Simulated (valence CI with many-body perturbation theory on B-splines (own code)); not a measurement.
# Energy levels of Te30+

Calculated by configuration interaction combined with many-body perturbation theory (CI+MBPT): four valence electrons over a frozen Dirac-Fock core [Ar], radial functions for each j: 9 s, 9 p, 10 d, 8 f, 5 g, 3 h, 1 i, with the one-electron correlation potential Σ1 (screened to all orders), the two-electron term Σ2, the three-electron term Σ3, Breit, model QED; selected single and double excitations, second order for the rest (own B-spline code, finite nucleus).

The last digits are not significant, and no measured levels were compared; by estimate large intervals hold to a few tenths of a per cent, small ones and those within an open d or f shell to about a per cent. Core correlation moves these levels by up to 7700 cm⁻¹, and in measured spectra 5 to 20 % of such shifts remained as error; rates that hang on mixing are uncertain with them. Only levels of the ground parity were solved; by the run's estimate the other parity begins above the list, which can be wrong where configurations are misplaced.

Levels 1 to 34 of 34, with energies above the lowest level, (3d3/2^4) J=0. "Leading %" is the weight of the configuration and term that name the level; weights of strongly mixed levels are sums over their largest components and can fall short. In the jj column 3d3/2^4 stands for four electrons in 3d with j = 3/2. Lifetimes count E1, E2, E3, M1 and M2 decay at the calculated energies, and are blank where another channel may lead or the interval is too uncertain; long ones can be off by a factor of two.

```
No.  Configuration  Term  J  E (eV)  Leading %  Second component  Lifetime      g              Leading jj
  1            3d⁴    ³P  0   0.000         47       46 % 3d⁴ ⁵D                           3d3/2^4 (90 %)
  2            3d⁴    ⁵D  1   7.646         75       25 % 3d⁴ ³P    129 μs  1.495    3d3/2^3 3d5/2 (92 %)
  3            3d⁴    ⁵D  2  12.517         81        6 % 3d⁴ ³P    412 μs  1.422    3d3/2^3 3d5/2 (52 %)
  4            3d⁴    ³F  4  15.231         32       32 % 3d⁴ ⁵D   19100 s  1.210    3d3/2^3 3d5/2 (82 %)
  5            3d⁴    ⁵D  3  15.273         67       17 % 3d⁴ ³F   2.72 ms  1.363    3d3/2^3 3d5/2 (52 %)
  6            3d⁴    ⁵D  0  21.836         52       30 % 3d⁴ ³P   18.8 μs         3d3/2^2 3d5/2^2 (87 %)
  7            3d⁴    ³H  4  23.103         45       39 % 3d⁴ ⁵D    103 μs  1.108  3d3/2^2 3d5/2^2 (76 %)
  8            3d⁴    ³G  3  25.688         58       21 % 3d⁴ ⁵D   64.5 μs  0.966  3d3/2^2 3d5/2^2 (59 %)
  9            3d⁴    ³F  2  25.915         51       21 % 3d⁴ ¹D   38.3 μs  0.928  3d3/2^2 3d5/2^2 (63 %)
 10            3d⁴    ³H  5  27.617         72       28 % 3d⁴ ³G    157 μs  1.075  3d3/2^2 3d5/2^2 (99 %)
 11            3d⁴    ³P  1  28.455         63       20 % 3d⁴ ³D   33.4 μs  1.290  3d3/2^2 3d5/2^2 (78 %)
 12            3d⁴    ³H  6  29.388         63       37 % 3d⁴ ¹I   33.4 ms  1.100  3d3/2^2 3d5/2^2 (95 %)
 13            3d⁴    ³G  4  31.857         65       29 % 3d⁴ ¹G    285 μs  1.027  3d3/2^2 3d5/2^2 (91 %)
 14            3d⁴    ³D  2  32.675         44       35 % 3d⁴ ³P    198 μs  1.178  3d3/2^2 3d5/2^2 (86 %)
 15            3d⁴    ³D  3  33.267         42       40 % 3d⁴ ³F            1.169  3d3/2^2 3d5/2^2 (78 %)
 16            3d⁴    ³F  4  35.974         40       24 % 3d⁴ ⁵D   28.3 μs  1.169    3d3/2 3d5/2^3 (66 %)
 17            3d⁴    ¹D  2  38.907         34       34 % 3d⁴ ³P   23.9 μs  1.082  3d3/2^2 3d5/2^2 (57 %)
 18            3d⁴    ³F  3  38.971         46       25 % 3d⁴ ³G   22.0 μs  1.085    3d3/2 3d5/2^3 (85 %)
 19            3d⁴    ³G  5  41.376         72       28 % 3d⁴ ³H   51.0 μs  1.149    3d3/2 3d5/2^3 (99 %)
 20            3d⁴    ³D  1  42.148         76       17 % 3d⁴ ³P   16.1 μs  0.734    3d3/2 3d5/2^3 (84 %)
 21            3d⁴    ¹I  6  42.519         63       37 % 3d⁴ ³H   52.3 μs  1.057    3d3/2 3d5/2^3 (95 %)
 22            3d⁴    ³F  4  44.975         54       35 % 3d⁴ ¹G            1.119  3d3/2^2 3d5/2^2 (73 %)
 23            3d⁴    ¹S  0  46.363         63       36 % 3d⁴ ³P   24.2 μs           3d3/2 3d5/2^3 (82 %)
 24            3d⁴    ³P  2  46.529         59       22 % 3d⁴ ³D   36.7 μs  1.293  3d3/2^2 3d5/2^2 (52 %)
 25            3d⁴    ¹F  3  48.719         50       28 % 3d⁴ ³D   30.4 μs  1.077    3d3/2 3d5/2^3 (89 %)
 26            3d⁴    ³F  2  49.480         44       42 % 3d⁴ ³P   30.6 μs  1.070  3d3/2^2 3d5/2^2 (54 %)
 27            3d⁴    ¹G  4  55.949         48       36 % 3d⁴ ³F   13.4 μs  1.094          3d5/2^4 (66 %)
 28            3d⁴    ³F  3  56.725         72       25 % 3d⁴ ¹F            1.063    3d3/2 3d5/2^3 (98 %)
 29            3d⁴    ³P  1  57.314         96                     20.8 μs  1.464    3d3/2 3d5/2^3 (94 %)
 30            3d⁴    ¹D  2  57.878         44       31 % 3d⁴ ³F   21.1 μs  0.992          3d5/2^4 (49 %)
 31            3d⁴    ³P  0  59.407         70       29 % 3d⁴ ¹S                   3d3/2^2 3d5/2^2 (58 %)
 32            3d⁴    ¹G  4  59.688         55       34 % 3d⁴ ³F   20.2 μs  1.090    3d3/2 3d5/2^3 (75 %)
 33            3d⁴    ¹D  2  70.118         81        8 % 3d⁴ ³D   15.0 μs  0.998    3d3/2 3d5/2^3 (43 %)
 34            3d⁴    ¹S  0  85.446         83       17 % 3d⁴ ³P   7.50 μs                 3d5/2^4 (54 %)
```

The ionisation energy to 3d³ ⁴F3/2 of the next ion comes out as 1803.4 eV (NIST: 1803 ± 4 eV (theoretical)). All 34 levels together are meant to be complete up to 88.863 eV.
